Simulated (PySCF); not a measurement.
Isomers of C2H5N. All species are isolated molecules in the gas phase. One relaxed conformer stands for each flexible species; it need not be the lowest. Strings in code marks are SMILES.

The S1 excitation (TDA) from two functionals at the same geometries (PBE0-D3(BJ)/def2-TZVP), both in PySCF: PBE-D3(BJ)/def2-TZVP and PBE0-D3(BJ)/def2-TZVP. Excitations are Tamm–Dancoff values on a coarser integration grid. The basis has no diffuse functions, so Rydberg states are missing or too high.

| species | PBE0-D3(BJ)/def2-TZVP (eV) |
|---|---|
| `NC=C` | 5.80 |
| `C=NC` | 5.07 |
| `[H]/N=C\C` | 5.56 |

### Question
What does PBE-D3(BJ)/def2-TZVP give for each?

### Answer

- `NC=C`: 5.27
- `C=NC`: 4.88
- `[H]/N=C\C`: 5.35
Over these rows, drawn at random from the members with no instability flagged (it was tested for open shells, ions and some series alone), PBE minus PBE0-D3(BJ): mean -0.31 eV, from -0.54 eV to -0.19 eV.
